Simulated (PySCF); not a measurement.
Calculated NMR parameters of HC(Cl)(F)CF2OMe

| Quantity | Value |
| --- | --- |
| Formula | C3H4ClF3O |
| SMILES | COC(F)(F)[C@H](F)Cl |
| InChI | InChI=1S/C3H4ClF3O/c1-8-3(6,7)2(4)5/h2H,1H3/t2-/m0/s1 |
| Point group of the computed structure | C1 |
| Degrees of unsaturation | 0 |
| Carbon signals | 3 |
| Proton signals | 2 |

Molfile (atoms numbered from 1):
```
C3H4ClF3O
     RDKit          3D

 12 11  0  0  0  0  0  0  0  0999 V2000
   -1.9199    0.1048    0.0389 C   0  0  0  0  0  0  0  0  0  0  0  0
   -0.5660    0.5435    0.2351 O   0  0  0  0  0  0  0  0  0  0  0  0
    0.3810   -0.2781   -0.2211 C   0  0  0  0  0  0  0  0  0  0  0  0
    0.2649   -1.5380    0.2717 F   0  0  0  0  0  0  0  0  0  0  0  0
    0.2923   -0.4493   -1.5781 F   0  0  0  0  0  0  0  0  0  0  0  0
    1.7672    0.3091    0.1049 C   0  0  2  0  0  0  0  0  0  0  0  0
    2.7393   -0.4932   -0.3768 F   0  0  0  0  0  0  0  0  0  0  0  0
    1.9320    0.4597    1.8583 Cl  0  0  0  0  0  0  0  0  0  0  0  0
   -2.0999   -0.8240    0.5821 H   0  0  0  0  0  0  0  0  0  0  0  0
   -2.1241   -0.0366   -1.0235 H   0  0  0  0  0  0  0  0  0  0  0  0
   -2.5336    0.9047    0.4416 H   0  0  0  0  0  0  0  0  0  0  0  0
    1.8679    1.2968   -0.3591 H   0  0  0  0  0  0  0  0  0  0  0  0
  1  2  1  0
  2  3  1  0
  3  4  1  0
  3  5  1  0
  3  6  1  0
  6  7  1  0
  6  8  1  0
  1  9  1  0
  1 10  1  0
  1 11  1  0
  6 12  1  6
M  END
```

One conformer, fast rotation and ring inversion assumed for equivalent nuclei, no solvent model, relativity neglected. Geometry from GFN2-xTB; PBE0/pcSseg-1 with gauge-including orbitals; PySCF 2.14.

References, each an isolated molecule treated in the same way: TMS for 1H (σ = 31.72 ppm) and 13C (σ = 186.93 ppm); 19F (σ = 170.95 ppm) vs CFCl3; 17O (σ = 336.08 ppm) against H2O.

```tsv
carbon	δC, type	δH (multiplicity)	HMBC from (2–3 bonds)	span of the C tensor (ppm)
C1	52.9, CH3	3.95 (s)	–	81
C3	128.6, C	–	H12, H9/H10/H11	29
C6	106.4, CH	6.17 (m)	–	67
```

Other nuclei:
```json
{"atoms": "F5", "nucleus": "19F", "environment": "fluorine of a CF2 group", "δ (ppm)": "-109.0", "σ (ppm)": "279.9"}
{"atoms": "F4", "nucleus": "19F", "environment": "fluorine of a CF2 group", "δ (ppm)": "-118.6", "σ (ppm)": "289.6"}
{"atoms": "F7", "nucleus": "19F", "environment": "fluorine on an sp3 carbon", "δ (ppm)": "-176.7", "σ (ppm)": "347.7"}
{"atoms": "O2", "nucleus": "17O", "environment": "ether oxygen", "δ (ppm)": "89.5", "σ (ppm)": "246.6"}
```

Carbon types of the structure: 1 × C, 1 × CH, 1 × CH3, which accounts for all hydrogens. δC 128.6: fully substituted sp3 carbon bonded to 2 F and O; 3 electronegative neighbours deshield it. δC 106.4: sp3 CH bonded to Cl and F; 2 electronegative neighbours deshield it. δC 52.9: methyl carbon bonded to O; pulled downfield by the heteroatom. δH 6.17: hydrogen on an sp3 CH bonded to Cl and F; its carbon carries Cl and F, which withdraws density. δH 3.95: hydrogen on a methyl carbon bonded to O; its carbon carries O, hence the downfield position.

Carbons that carry Cl, above all several Cl atoms, come out too deshielded, partly because spin–orbit coupling is missing. Splittings by 19F in the carbon and heteronuclear signals aren't shown, as no couplings were computed. Shifts are as computed. Against solution values, carbons near 30 ppm lie about +3 ppm off and those near 130 ppm about +5 ppm; carbons on Cl a further +6 ppm. Of 1211 compounds with measured shifts, 218 miss one by over three times the rms of a fit or turn the order of signals round; such compounds aren't used in these exercises. Unscaled 19F shifts against computed CFCl3 carry errors that often reach 10 to 50 ppm. Experimental scales use liquid or dissolved standards, which lie at an offset from isolated H2O (liquid H2O: subtract about 36 ppm). Multiplicities follow the n + 1 count of equivalent neighbours, as no J values were calculated; m marks all less simple cases, F and P coupling included.
